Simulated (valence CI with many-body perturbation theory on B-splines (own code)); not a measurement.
Forbidden lines of Cr¹⁷⁺

Level of theory: valence CI with perturbative core correlation (CI+MBPT): five valence electrons over a frozen Dirac-Fock core [He], radial functions for each j: 9 s, 9 p, 8 d, 6 f, 3 g, 1 h, with the one-electron correlation potential Σ1 (screened to all orders), the two-electron term Σ2, the three-electron term Σ3, Breit, model QED; selected single and double excitations, second order for the rest (own B-spline code, finite nucleus).

No measured levels were compared; by estimate levels of excited configurations hold to 0.05 to 0.15 % of their energy, terms of the ground configuration to about 0.5 %. Among the levels kept, up to 2000 cm⁻¹ of a level comes from second order outside the variational space, and about a tenth of that is noise between levels of different J, which matters for small intervals.

Lines 1 to 34 of 34 in falling wavelength, among levels below 823.28 eV, chosen from the decays that carry over 1 % of a level's rate. Wavelengths and rates use the calculated energies, so an error of 600 cm⁻¹ moves a line at 997.2 Å by 0.6 % and its rate by three times that or more. Electric multipoles are in the length gauge, E1 and E2 with the static RPA response of the core. S is in atomic units (e²a₀⁴ for E2 and M2, e²a₀⁶ for E3), for M1 in squared Bohr magnetons. Weak lines are less certain than strong ones. Lines between different terms over intervals too small for the method are left out, as are lines whose strength nearly cancels.

Names give the largest LS component (configuration and term), which can be under half, so a name can repeat, a term be missing and a line seem to break the LS rules; names also repeat where a configuration has a term twice. Letters in brackets count levels of one name in rising energy.

```tsv
λ vac (Å)	Upper	Lower	Type	A (s⁻¹)	S (a.u.)
4040	2s2.2p3 2D°_5/2	2s2.2p3 2D°_3/2	M1	1.30e+02	1.90e+00
2608	2s2.2p3 2P°_3/2	2s2.2p3 2P°_1/2	M1	3.89e+02	1.02e+00
997.2	2s2.2p3 2P°_1/2	2s2.2p3 2D°_3/2	M1	3.16e+03	2.33e-01
878.3	2s2.2p3 2P°_3/2	2s2.2p3 2D°_5/2	M1	4.85e+03	4.87e-01
791.1	2s2.2p3 2D°_3/2	2s2.2p3 4S°_3/2	M1	5.79e+03	4.25e-01
721.4	2s2.2p3 2P°_3/2	2s2.2p3 2D°_3/2	M1	1.50e+04	8.35e-01
661.5	2s2.2p3 2D°_5/2	2s2.2p3 4S°_3/2	M1	3.19e+02	2.06e-02
441.1	2s2.2p3 2P°_1/2	2s2.2p3 4S°_3/2	M1	1.25e+04	7.97e-02
377.3	2s2.2p3 2P°_3/2	2s2.2p3 4S°_3/2	M1	1.59e+04	1.27e-01
16.77	2s2.2p2.3p 4D°_1/2	2s2.2p3 2D°_3/2	E2	4.50e+08	1.07e-03
16.74	2s2.2p2.3p 2S°_1/2	2s2.2p3 2D°_5/2	E2	5.88e+08	1.38e-03
16.71	2s2.2p2.3p 2P°_1/2 [a]	2s2.2p3 2P°_3/2	E2	4.16e+08	9.68e-04
16.67	2s2.2p2.3p 2S°_1/2	2s2.2p3 2D°_3/2	E2	4.86e+08	1.11e-03
16.65	2s2.2p2.3p 2D°_5/2 [a]	2s2.2p3 2P°_1/2	E2	2.84e+08	1.95e-03
16.60	2s2.2p2.3p 4P°_5/2	2s2.2p3 2D°_5/2	E2	6.08e+08	4.10e-03
16.59	2s2.2p2.3p 4P°_3/2	2s2.2p3 2D°_3/2	E2	5.18e+08	2.32e-03
16.59	2s2.2p2.3p 2F°_5/2	2s2.2p3 2P°_3/2	E2	6.14e+08	4.13e-03
16.57	2s2.2p2.3p 2D°_3/2 [a]	2s2.2p3 2D°_5/2	E2	3.78e+08	1.69e-03
16.56	2s2.2p2.3p 4D°_7/2	2s2.2p3 2D°_5/2	E2	9.35e+07	8.33e-04
16.55	2s2.2p2.3p 2F°_7/2	2s2.2p3 2P°_3/2	E2	2.36e+08	2.09e-03
16.50	2s2.2p2.3p 2D°_3/2 [a]	2s2.2p3 2D°_3/2	E2	7.82e+08	3.42e-03
16.48	2s2.2p2.3p 2D°_5/2 [b]	2s2.2p3 2P°_3/2	E2	6.15e+08	4.00e-03
16.44	2s2.2p2.3p 2D°_5/2 [a]	2s2.2p3 2D°_5/2	E2	7.01e+08	4.51e-03
16.42	2s2.2p2.3p 4D°_1/2	2s2.2p3 4S°_3/2	E2	7.21e+08	1.54e-03
16.40	2s2.2p2.3p 2P°_1/2 [a]	2s2.2p3 2D°_5/2	E2	1.02e+09	2.16e-03
16.34	2s2.2p2.3p 4D°_3/2	2s2.2p3 4S°_3/2	E2	7.54e+08	3.14e-03
16.33	2s2.2p2.3p 2P°_1/2 [a]	2s2.2p3 2D°_3/2	E2	5.89e+08	1.22e-03
16.32	2s2.2p2.3p 2S°_1/2	2s2.2p3 4S°_3/2	E2	2.69e+08	5.56e-04
16.25	2s2.2p2.3p 2F°_7/2	2s2.2p3 2D°_5/2	E2	7.44e+08	6.02e-03
16.24	2s2.2p2.3p 4D°_5/2	2s2.2p3 4S°_3/2	E2	7.83e+08	4.74e-03
16.22	2s2.2p2.3p 2P°_1/2 [c]	2s2.2p3 2P°_3/2	E2	6.36e+08	1.27e-03
16.21	2s2.2p2.3p 2F°_5/2	2s2.2p3 2D°_3/2	E2	5.20e+08	3.12e-03
16.18	2s2.2p2.3p 2F°_7/2	2s2.2p3 2D°_3/2	E2	3.49e+08	2.76e-03
16.16	2s2.2p2.3p 4D°_7/2	2s2.2p3 4S°_3/2	E2	8.93e+08	7.03e-03
```
